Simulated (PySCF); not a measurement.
C₈H₆N₂Se, SMILES c1c[se]c(-c2cncnc2)c1.

Geometry optimised at B3LYP-D3(BJ)/def2-SVP. The structure was generated by enumeration, and PubChem lists no compound with its InChIKey, so it may never have been made. Other conformers were not sampled.

Two levels are set side by side: PBE/def2-SVP (PySCF) and M06-2X/def2-SVP (PySCF). Same geometry, gas phase. Differences are taken from unrounded values.

| quantity | M06-2X | PBE | PBE minus M06-2X |
|---|---|---|---|
| orbital gap (eV) | 6.74 | 3.08 | -3.66 |
| highest occupied level (eV) | -7.74 | -5.60 | 2.14 |
| lowest empty level (eV) | -1.01 | -2.52 | -1.51 |
| dipole moment (D) | 2.84 | 2.87 | 0.03 |
| mean polarisability (bohr³) | 115.6 | 122.4 | 6.8 |

Without exact exchange PBE keeps part of each electron's self-repulsion, which lifts occupied levels and narrows the gap. PBE's more diffuse valence density responds more strongly to a field. Differences between two approximate levels are no errors against the true value.

Rough cost on one machine, each run with all the roots and properties that it gave: M06-2X against PBE about 3 times.
